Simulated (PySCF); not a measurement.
Compound: C3H13BN2Si2.
Geometry (PBE0-D3(BJ)/def2-SVP, Å), atoms numbered from 1 in this order:
```xyz
21
C3H13BN2Si2 angstrom
C      3.118    0.376   -0.741
C      2.770   -0.953   -0.070
C      1.399   -0.988    0.407
N      0.306   -0.982    0.765
B     -1.236   -0.891    1.162
N     -1.861    0.174    0.280
Si    -1.795    1.801    0.864
Si    -2.493   -0.374   -1.237
H      2.481    0.554   -1.618
H      2.989    1.217   -0.045
H      4.166    0.355   -1.070
H      3.425   -1.150    0.794
H      2.900   -1.799   -0.765
H     -1.207   -0.619    2.357
H     -1.645   -2.030    0.959
H     -0.376    2.271    1.042
H     -2.463    1.954    2.194
H     -2.448    2.724   -0.116
H     -3.576   -1.393   -1.070
H     -1.425   -1.016   -2.080
H     -3.038    0.785   -2.013
```

Computed, not measured: TDDFT wB97X-D/def2-SVPD, vertical, gas phase, core orbitals frozen in the response (PySCF 2.14.0, density-fitted response routines).

Computed states:

| state | E (eV) | f |
| --- | --- | --- |
| S1 | 5.50 | 0.022 |
| S2 | 5.70 | 0.0003 |
| S3 | 6.04 | 0.0009 |
| S4 | 6.27 | 0.0054 |
| S5 | 6.56 | 0.115 |
| S6 | 6.85 | 0.036 |
| S7 | 6.96 | 0.0093 |
| S8 | 7.45 | 0.0086 |
| S9 | 7.50 | 0.0042 |
| S10 | 7.56 | 0.026 |

Broadening: Gaussians 0.25 eV wide at half height, area fixed by f = 4.319×10⁻⁹ ∫ε dν̃. The cross-section is σ = 3.8235×10⁻²¹ ε cm², given in Mb (10⁻¹⁸ cm²). The width is an assumption, not a result. The curve ends short of the highest state used, and states not computed would add to its high-energy end.

Question: Give the broadened spectrum and its maxima.

Answer: 
```
E (eV)  σ (Mb)
  5.12    0.02
  5.17    0.07
  5.21    0.22
  5.25    0.57
  5.30    1.55
  5.34    2.93
  5.38    4.82
  5.42    6.87
  5.47    8.78
  5.51    9.10
  5.55    8.20
  5.59    6.43
  5.64    3.92
  5.68    2.28
  5.72    1.18
  5.77    0.46
  5.81    0.23
  5.85    0.15
  5.89    0.17
  5.94    0.26
  5.98    0.37
  6.02    0.50
  6.06    0.68
  6.11    1.03
  6.15    1.43
  6.19    1.94
  6.24    2.75
  6.28    3.80
  6.32    5.88
  6.36    9.93
  6.41   18.94
  6.45   28.86
  6.49   38.97
  6.53   46.07
  6.58   46.97
  6.62   41.34
  6.66   32.86
  6.71   23.40
  6.75   19.24
  6.79   18.01
  6.83   18.10
  6.88   17.53
  6.92   15.56
  6.96   12.46
```

Maxima: 225 nm (5.50 eV), ε about 2400, made up of S1 (100%); 189 nm (6.56 eV), ε about 12000, made up of S5 (99%); 181 nm (6.84 eV), ε about 4700, made up of S6 (81%) and S7 (11%) (hardly more than a shoulder) (ε in L mol⁻¹ cm⁻¹; maxima over ε = 5, shares over 10%).

Question: On this curve, what absorbance would a 10⁻⁴ mol/L sample give at 222 nm over a 1 cm path?

Answer: 222 nm is 5.585 eV, where ε is about 1700 L mol⁻¹ cm⁻¹, so A = ε c l ≈ 0.17 (Beer–Lambert, with the gas-phase spectrum and the assumed width).

Question: Coming from long wavelengths, where does ε first pass 100 L mol⁻¹ cm⁻¹?

Answer: At about 237 nm (5.23 eV), 0.27 eV below S1.

Question: What would ε be at 6.56 eV, the highest of these maxima, with half the width (0.125 eV)?

Answer: About 24800 L mol⁻¹ cm⁻¹ against 12500, a factor of about 1.98; a lone state at its own centre would give exactly 2.

The vertical ionisation energy (ΔSCF) is 8.35 eV, 0.79 eV above S10.

One conformer stands for the species.
